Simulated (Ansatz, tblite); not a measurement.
Forces on Si₄⁺ at its r2SCAN-D4/def2-TZVP geometry. Charge 1, multiplicity 2.

The xTB rows come from tblite. At PBE-D4/def2-TZVP the charge 1 doublet is spin-contaminated (final ⟨S²⟩ up to 0.98, 0.75 for a pure state). The geometry of the doublet was relaxed on an unsound state (⟨S²⟩ 1.42, where a pure state has 0.75). Another isomer (doublet) lies 2.71 eV lower at PBE0-D4/def2-TZVP; other spin states weren't run for this one.

GFN1-xTB (tblite), largest force 0.84 eV/Å:

```xyz
4
positions Å, forces eV/Å
Si    0.629   -0.197   -0.865    0.481   -0.162   -0.666
Si   -0.617    0.248    0.865   -0.422    0.162    0.591
Si   -1.912    0.659    2.648   -0.224    0.069    0.308
Si    1.899   -0.710   -2.647    0.165   -0.069   -0.233
```

GFN2-xTB (tblite), largest force 1.85 eV/Å:

```
Si 1.047 -0.414 -1.465
Si -1.008 0.331 1.390
Si 0.485 -0.142 -0.664
Si -0.524 0.225 0.739
```

PBE-D4/def2-TZVP (Ansatz), largest force 0.33 eV/Å:

```
Si -0.144 0.058 0.202
Si 0.192 -0.062 -0.265
Si -0.148 0.046 0.203
Si 0.100 -0.042 -0.141
```
